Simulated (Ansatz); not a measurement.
Z-matrix (Å, degrees):
```
C
C 1 1.4043
C 1 1.4101 2 117.57
C 3 1.4167 1 119.83 2 0.00
C 4 1.3880 3 122.05 1 0.00
H 5 1.0926 4 120.75 3 180.00
H 4 1.0931 5 118.87 6 0.00
C 5 1.4062 6 120.05 4 180.00
C 8 1.4405 5 129.39 6 0.00
C 9 1.3625 8 112.75 5 180.00
H 10 1.0895 9 127.49 8 -180.00
H 9 1.0908 10 123.69 11 0.00
C 1 1.5083 2 121.05 8 180.00
H 13 1.0988 1 112.18 2 0.00
H 13 1.1025 14 107.52 1 122.50
H 13 1.1025 14 107.52 15 115.00
S 10 1.7445 11 119.15 9 180.00
Si 3 1.8813 1 121.22 2 180.00
H 18 1.4908 3 108.63 1 -180.00
H 18 1.4941 19 108.92 7 -121.75
H 18 1.4941 19 108.92 20 -116.51
```
Charge 0, multiplicity 1.

Method: frozen-core CCSD(T)/cc-pVDZ // B3LYP-D3(BJ)/def2-SVP (Ansatz, an electronic-structure program). The restricted HF reference is unstable towards unrestricted orbitals.

```json
{
 "HF energy": "-1033.11875 Ha",
 "MP2 correlation energy": "-1.42561 Ha"
}
```

Task: Estimate the CCSD correlation energy, the (T) correction, the total energy and the T1 diagnostic.

Result: 
```json
{
 "CCSD correlation energy": "-1.49669 Ha",
 "(T) correction": "-0.06819 Ha",
 "CCSD(T) total energy": "-1034.68363 Ha",
 "T1 diagnostic": "0.012"
}
```
